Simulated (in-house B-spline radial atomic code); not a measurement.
Checks on a self-consistent run for Tc2+, [Kr] 4d4 6p1. Method: Dirac-Hartree-Fock, average of configuration, Fermi nucleus of rms radius 4.41117 fm. Calculated with a radial B-spline atomic code at the basis-set limit.

| orbital | q | ε (Eh) | <1/r> | <r²> | small-component weight |
| --- | --- | --- | --- | --- | --- |
| 1s1/2 | 2 | -779.13394 | 44.7105 | 0.00158561 | 0.024645 |
| 2s1/2 | 2 | -114.83332 | 10.2279 | 0.0262216 | 0.0051004 |
| 2p1/2 | 2 | -105.60338 | 10.1687 | 0.0198617 | 0.0050743 |
| 2p3/2 | 4 | -101.23149 | 9.66361 | 0.0212055 | 0.004903 |
| 3s1/2 | 2 | -22.03604 | 3.52702 | 0.194876 | 0.0013839 |
| 3p1/2 | 2 | -18.43657 | 3.4193 | 0.192806 | 0.0013236 |
| 3p3/2 | 4 | -17.67877 | 3.30078 | 0.202253 | 0.0012801 |
| 3d3/2 | 4 | -11.35012 | 3.10265 | 0.187686 | 0.0011538 |
| 3d5/2 | 6 | -11.20642 | 3.07148 | 0.19076 | 0.0011405 |
| 4s1/2 | 2 | -4.24401 | 1.27923 | 1.2658 | 0.00030484 |
| 4p1/2 | 2 | -3.07563 | 1.16786 | 1.4942 | 0.00026259 |
| 4p3/2 | 4 | -2.95916 | 1.13576 | 1.56262 | 0.00025298 |
| 4d3/2 | 1.6 | -1.35814 | 0.864523 | 2.67688 | 0.00015681 |
| 4d5/2 | 2.4 | -1.34625 | 0.856456 | 2.72044 | 0.00015439 |
| 6p1/2 | 0.33333 | -0.32710 | 0.195218 | 49.9519 | 1.3935e-05 |
| 6p3/2 | 0.66667 | -0.32335 | 0.192557 | 51.152 | 1.3629e-05 |

Electron-electron repulsion V_ee = 1582.1399 hartree.

(1) What total energy follows from the eigenvalues?

(2) Does the Dirac virial theorem hold?

(3) What diamagnetic shielding (Lamb formula) and susceptibility (Langevin formula) do the radii give?

Results:

(1) The eigenvalues count the repulsion twice, so E = Σqε - V_ee = -2700.571 - 1582.140 = -4282.711 hartree; the run printed -4282.711.

(2) For a point nucleus E = -2c²Σq·w, with w the small-component weight. Here Σq·w = 0.11403 and c = 137.0360, so the ratio E/(-2c²Σq·w) is 1.000028; the finite nucleus accounts for the departure from 1.

(3) σ = (α²/3)Σq<1/r> = 239.873/(3·137.036²) = 4257.9 ppm, and χ = -0.79199×10⁻⁶·Σq<r²> = -60.98×10⁻⁶ cm³/mol with Σq<r²> = 76.994 bohr². Both are non-relativistic formulas without the paramagnetism of open shells.
